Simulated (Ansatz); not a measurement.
Computed with Ansatz on PBE0-D4/def2-TZVP structures; ΔE is electronic, products minus reactants. CBS: MP2 limit from def2 TZ/QZ plus the TZ coupled-cluster correction, frozen cores. This one scheme is used for every species. DFT in def2-TZVPP. B3LYP here is the variant with VWN-RPA as its local correlation; programs differ in this. One conformer a species, not always the lowest.

`C[SiH2]C(C)S` + `OB(O)O` → `C[SiH2]OB(O)O` + `CCS`  (ligand exchange at the Si–C bond)

(1) Is it downhill or uphill in electronic energy at CCSD(T)/CBS, and by how much? (An estimate is asked.)

(2) What do these levels give: PBE0-D4, B3LYP-D4, ωB97M-V, PBE, SCS-MP2/def2-TZVPP, CCSD/def2-TZVPP? (Estimate.)

Largest T1 diagnostic among the species: 0.012.

Answers

(1) Computed: Downhill: ΔE = -103.5 kJ/mol.

(2) Computed: PBE0-D4 -95.9, B3LYP-D4 -106.9, ωB97M-V -103.4, PBE -96.2, SCS-MP2/def2-TZVPP -108.0, CCSD/def2-TZVPP -108.0 kJ/mol.

From PBE to PBE0 (25 % exact exchange), in def2-TZVPP and without D4, ΔE moves by −4.2 kJ/mol. The D4 term adds +8.4 kJ/mol with B3LYP and +4.6 kJ/mol with PBE0; it sums over pairs of atoms, weighted by their polarisabilities, and B3LYP, whose exchange is more repulsive, gets the larger term. In def2-TZVPP, CCSD(T) changes the Hartree–Fock value by +29.8 kJ/mol (the triples alone add +4.5 kJ/mol) and MP2 by +32.0 kJ/mol.
